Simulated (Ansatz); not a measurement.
C3H3N2, doublet (typed; the unrestricted solution is spin-contaminated), at a GFN2-xTB geometry. Base run: CCSD(T)/cc-pVDZ in Ansatz (a quantum-chemistry and plane-wave program).

Input for Ansatz:
Ansatz 0.2 input:
```yaml
crystal:
  periodic: [false, false, false]
  atoms:
    - {symbol: C, position_ang: [-0.98699943, -0.45547695, 0.34789029]}
    - {symbol: C, position_ang: [-0.78858205, 0.72851015, -0.38738364]}
    - {symbol: N, position_ang: [0.52843173, 0.87235337, -0.56904093]}
    - {symbol: C, position_ang: [1.10903837, -0.17053811, 0.02466777]}
    - {symbol: N, position_ang: [0.21684128, -0.98695486, 0.58561766]}
    - {symbol: H, position_ang: [-1.88968967, -0.91709980, 0.69350309]}
    - {symbol: H, position_ang: [-1.49508281, 1.43758016, -0.76878885]}
    - {symbol: H, position_ang: [2.16712002, -0.33324054, 0.04820214]}
basis:
  gaussian:
    orbitals: cc-pVDZ
magnetization: {spin_polarized: true, initial_magnetization: 1}
correlation: {method: ccsd_t}
```

Variants of this job, named by their change:

| change | ΔE vs base (kcal/mol) | MP2 correlation (Eh) | CC correlation without the perturbative part (Eh) | basis functions | core-seconds (rough) |
|---|---|---|---|---|---|
| base | 0.000 | -0.66255 | -0.70181 | 85 | 20 |
| method = bccd | 19.14 | -0.66255 | -0.70013 | 85 | 30 |
| electrons = all | -7.16 | -0.67475 | -0.71300 | 85 | 40 |
| method = bccd_t | -0.386 | -0.66255 | -0.70013 | 85 | 30 |
| lower_state_search = off | 0.000 | -0.66255 | -0.70181 | 85 | 8 |
| method = rpa | -0.396 | - | - | 85 | 2 |
| method = mp2 | 42.72 | -0.66255 | - | 85 | 3 |
| fitting = cc-pVTZ-JKFIT (mean field), cc-pVTZ-RIFIT (correlation) | 0.085 | -0.66250 | -0.70179 | 85 | 20 |
| diis_vectors = 4 | 0.000 | -0.66255 | -0.70181 | 85 | 20 |
| diis_vectors = 2 | 0.000 | -0.66255 | -0.70181 | 85 | 30 |
